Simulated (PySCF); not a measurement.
**Stretching GaTe**

Set-up: Ga aug-cc-pVDZ-PP with ECP10, Te aug-cc-pVDZ-PP with ECP28; scalar-relativistic core potentials (PySCF 2.14). Energies in eV from Ga + Te in their ground configurations at the same level. State: ²Σ⁺ (doublet), unpaired electrons σ ↑.

All columns are PBE0. A positive dipole means Ga(−)Te(+).

```json
{"R (Å)": "2.087", "E (eV)": "-1.735", "μ (D)": "-1.71", "Mulliken charge on Ga (basis-dependent)": "-0.20", "HOMO (eV)": "-6.83", "LUMO (eV)": "-3.94", "Mayer bond order": "2.24", "⟨S²⟩": "0.76"}
{"R (Å)": "2.184", "E (eV)": "-2.323", "μ (D)": "-2.02", "Mulliken charge on Ga (basis-dependent)": "-0.09", "HOMO (eV)": "-6.76", "LUMO (eV)": "-4.11", "Mayer bond order": "2.12", "⟨S²⟩": "0.76"}
{"R (Å)": "2.281", "E (eV)": "-2.633", "μ (D)": "-2.32", "Mulliken charge on Ga (basis-dependent)": "0.00", "HOMO (eV)": "-6.59", "LUMO (eV)": "-4.25", "Mayer bond order": "2.01", "⟨S²⟩": "0.76"}
{"R (Å)": "2.354", "E (eV)": "-2.738", "μ (D)": "-2.55", "Mulliken charge on Ga (basis-dependent)": "0.07", "HOMO (eV)": "-6.47", "LUMO (eV)": "-4.34", "Mayer bond order": "1.92", "⟨S²⟩": "0.76"}
{"R (Å)": "2.427", "E (eV)": "-2.765", "μ (D)": "-2.79", "Mulliken charge on Ga (basis-dependent)": "0.13", "HOMO (eV)": "-6.36", "LUMO (eV)": "-4.41", "Mayer bond order": "1.83", "⟨S²⟩": "0.76"}
{"R (Å)": "2.500", "E (eV)": "-2.738", "μ (D)": "-3.03", "Mulliken charge on Ga (basis-dependent)": "0.18", "HOMO (eV)": "-6.25", "LUMO (eV)": "-4.47", "Mayer bond order": "1.74", "⟨S²⟩": "0.76"}
{"R (Å)": "2.597", "E (eV)": "-2.644", "μ (D)": "-3.37", "Mulliken charge on Ga (basis-dependent)": "0.24", "HOMO (eV)": "-6.11", "LUMO (eV)": "-4.51", "Mayer bond order": "1.61", "⟨S²⟩": "0.76"}
{"R (Å)": "2.718", "E (eV)": "-2.470", "μ (D)": "-3.83", "Mulliken charge on Ga (basis-dependent)": "0.30", "HOMO (eV)": "-5.95", "LUMO (eV)": "-4.52", "Mayer bond order": "1.47", "⟨S²⟩": "0.76"}
{"R (Å)": "2.864", "E (eV)": "-2.223", "μ (D)": "-4.42", "Mulliken charge on Ga (basis-dependent)": "0.36", "HOMO (eV)": "-5.77", "LUMO (eV)": "-4.48", "Mayer bond order": "1.32", "⟨S²⟩": "0.76"}
{"R (Å)": "3.058", "E (eV)": "-1.878", "μ (D)": "-5.28", "Mulliken charge on Ga (basis-dependent)": "0.41", "HOMO (eV)": "-5.55", "LUMO (eV)": "-4.37", "Mayer bond order": "1.17", "⟨S²⟩": "0.76"}
```

A fit through these points gives, at Re = 2.423 Å, μ = -2.78 D and dμ/dR = -3.29 D/Å; the reduced mass is 45.03 u.

Question: How strong is the fundamental in the double-harmonic approximation, I = 42.26·(dμ/dR)²/μred km/mol?

Answer: I = 42.26·(-3.29)²/45.03 = 10.2 km/mol at PBE0.

These are scalar-relativistic numbers at best; spin–orbit coupling would shift them, the dissociation energy most. The state is the lowest determinant that a PBE0 search found; another state may lie lower at other levels.
